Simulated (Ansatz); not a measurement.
ScAlN2. The state is a singlet with charge 0. Geometry PBE0-D4/def2-TZVP; atoms count from 1.

```xyz
4

Al    0.452   -0.504   -0.938
Sc   -0.497    0.553    1.030
N    -0.473   -1.231    0.363
N     0.517    1.181   -0.455
```

The structure comes from a short search, and lower isomers may exist.

(1) Estimate the Mulliken populations from the PBE0/def2-TZVP orbitals of Ansatz.

(2) And the Mayer bond orders between bonded heavy atoms (over 0.3)?

Results:

(1) 
```tsv
atom	charge (e)	d electrons
Al1	0.31	–
Sc2	0.88	1.65
N3	-0.60	–
N4	-0.60	–
```
Mulliken values and Mayer orders depend strongly on the basis.

(2) Al1–Sc2 0.54 (2.43 Å); Sc2–N3 1.46 (1.90 Å); Sc2–N4 1.46 (1.90 Å); Al1–N3 1.57 (1.75 Å); Al1–N4 1.57 (1.75 Å).
